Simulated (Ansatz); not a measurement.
acetonitrile (C$_{2}$H$_{3}$N), singlet, geometry from GFN2-xTB; PBE/pc-1 (Ansatz, a first-principles code).

Here is a job for Ansatz.
Ansatz 0.2 input:
```yaml
crystal:
  periodic: [false, false, false]
  atoms:
    - {symbol: C, position_ang: [-0.01475717, 0.01116275, -1.16276182]}
    - {symbol: C, position_ang: [0.00347482, -0.00262846, 0.27379184]}
    - {symbol: N, position_ang: [0.01797420, -0.01359621, 1.41624111]}
    - {symbol: H, position_ang: [-0.00999740, 1.04135020, -1.51688517]}
    - {symbol: H, position_ang: [0.86504779, -0.50670455, -1.54285244]}
    - {symbol: H, position_ang: [-0.91317570, -0.49067797, -1.52013028]}
basis:
  gaussian:
    orbitals: pc-1.json
hamiltonian:
  xc: pbe
```
The basis file holds pc-1 in the JSON format of the Basis Set Exchange.

**Question.** What does Ansatz print? Leave out banner, timings and long lists.

**Answer.** 
```
Functional definition: PBE
687 factors; their error is unknown
mean field evaluation 1: about -3599.9610 eV, gradient 5.5e1 eV
mean field evaluation 2: about -3591.2785 eV, gradient 8.0e1 eV
mean field evaluation 4: about -3607.2023 eV, gradient 3.6e0 eV
mean field evaluation 8: about -3607.1934 eV, gradient 1.6e-1 eV
mean field evaluation 16: about -3607.1934 eV, gradient 1.2e-5 eV
mean field -3607.19344040 eV, -132.5619138910 hartree, gradient 1.2e-5 eV, S^2 0.000000; 0 other end points of the search recorded, 0 dependent functions left out
reference -3607.19346502 eV, -132.5619147960 hartree; 11, 11 occupied and 46, 46 virtual orbitals, 687 factors
Total energy: -3607.19346502 eV, -132.5619147960 hartree
```
